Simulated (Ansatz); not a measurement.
Computed with Ansatz on PBE0-D4/def2-TZVP structures; ΔE is electronic, products minus reactants. CCSD(T)/CBS adds triple-zeta CCSD(T) − MP2 to the extrapolated MP2 energy (def2 sets, frozen cores). Functionals use def2-TZVPP. B3LYP here is the variant with VWN-RPA as its local correlation; programs differ in this. One conformer a species, not always the lowest.

Consider the formal exchange of groups at the Si–C bond: `C[SiH2]C(C)F` + `OCC1CC1` → `C[SiH2]C1CC1` + `CC(F)CO`.

`C[SiH2]C(C)F`:

Cartesian coordinates in Å:
```
C -0.913 1.698 0.315
Si 0.723 0.942 -0.173
C 0.760 -0.911 0.263
C -0.289 -1.746 -0.430
F 0.576 -1.021 1.653
H -1.101 1.533 1.378
H -0.913 2.774 0.131
H -1.738 1.259 -0.251
H 0.955 1.064 -1.641
H 1.846 1.611 0.537
H 1.756 -1.319 0.052
H -0.234 -2.787 -0.101
H -1.295 -1.375 -0.221
H -0.134 -1.721 -1.512
```

`OCC1CC1`:

Cartesian coordinates in Å:
```
O -1.281 1.579 1.086
C -1.231 0.416 0.287
C 0.052 -0.341 0.441
C 0.548 -1.192 -0.683
C 1.249 0.091 -0.357
H -0.474 2.075 0.924
H -2.080 -0.197 0.600
H -1.379 0.660 -0.777
H 0.248 -0.698 1.448
H 1.043 -2.124 -0.440
H -0.046 -1.224 -1.589
H 1.124 0.917 -1.048
H 2.226 0.039 0.108
```

`C[SiH2]C1CC1`:

Z-matrix (Å, degrees):
```
C
Si 1 1.871
H 1 1.093 2 110.7
H 1 1.093 2 111.1 3 120.2
H 1 1.093 2 110.8 3 -119.8
C 2 1.855 1 112.1 3 58.3
H 2 1.493 1 110.0 3 -60.6
H 2 1.492 1 109.4 3 -178.9
C 6 1.509 2 119.6 1 -83.5
C 6 1.508 2 120.2 1 -152.9
H 6 1.087 2 116.2 1 61.3
H 9 1.083 6 117.7 2 142.2
H 9 1.084 6 118.1 2 -1.6
H 10 1.084 6 118.1 2 0.5
H 10 1.083 6 117.7 2 -143.1
```

`CC(F)CO`:

Cartesian coordinates in Å:
```
C -0.919 0.501 1.106
C 0.022 0.520 -0.068
F 1.257 1.035 0.347
C 0.290 -0.844 -0.656
O 1.171 -0.790 -1.747
H -1.023 1.502 1.527
H -0.548 -0.167 1.887
H -1.907 0.157 0.793
H -0.334 1.193 -0.856
H -0.648 -1.270 -1.021
H 0.672 -1.502 0.140
H 1.966 -0.337 -1.450
```

```json
{"level": "r2SCAN-D4", "ΔE (kJ/mol)": "-34.2", "difference from CCSD(T)/CBS": "0.7"}
{"level": "PBE0-D4", "ΔE (kJ/mol)": "-33.0", "difference from CCSD(T)/CBS": "1.9"}
{"level": "B3LYP-D4", "ΔE (kJ/mol)": "-31.2", "difference from CCSD(T)/CBS": "3.7"}
{"level": "ωB97X-V", "ΔE (kJ/mol)": "-33.2", "difference from CCSD(T)/CBS": "1.7"}
{"level": "ωB97M-V", "ΔE (kJ/mol)": "-33.7", "difference from CCSD(T)/CBS": "1.2"}
{"level": "B2PLYP", "ΔE (kJ/mol)": "-33.8", "difference from CCSD(T)/CBS": "1.1"}
{"level": "r2SCAN", "ΔE (kJ/mol)": "-34.3", "difference from CCSD(T)/CBS": "0.6"}
{"level": "PBE0", "ΔE (kJ/mol)": "-33.4", "difference from CCSD(T)/CBS": "1.5"}
{"level": "B3LYP", "ΔE (kJ/mol)": "-31.8", "difference from CCSD(T)/CBS": "3.1"}
{"level": "HF/def2-TZVPP", "ΔE (kJ/mol)": "-38.2", "difference from CCSD(T)/CBS": "-3.3"}
{"level": "MP2/def2-TZVPP", "ΔE (kJ/mol)": "-36.7", "difference from CCSD(T)/CBS": "-1.8"}
{"level": "CCSD(T)/def2-TZVPP", "ΔE (kJ/mol)": "-35.0", "difference from CCSD(T)/CBS": "-0.1"}
{"level": "HF/def2-QZVPP", "ΔE (kJ/mol)": "-38.1", "difference from CCSD(T)/CBS": "-3.2"}
{"level": "SCS-MP2/def2-QZVPP", "ΔE (kJ/mol)": "-35.8", "difference from CCSD(T)/CBS": "-0.9"}
{"level": "HF/CBS(def2)", "ΔE (kJ/mol)": "-38.1", "difference from CCSD(T)/CBS": "-3.2"}
{"level": "CCSD/CBS(def2)", "ΔE (kJ/mol)": "-35.3", "difference from CCSD(T)/CBS": "-0.4"}
{"level": "CCSD(T)/CBS", "ΔE (kJ/mol)": "-34.9", "difference from CCSD(T)/CBS": "0"}
```

Largest T1 diagnostic among the species: 0.011.

From PBE to PBE0 (25 % exact exchange), in def2-TZVPP and without D4, ΔE moves by −3.2 kJ/mol.

CCSD(T)/CBS has its own doubt, a few kJ/mol and more with outer-core shells, so smaller differences from it don't rank the levels.
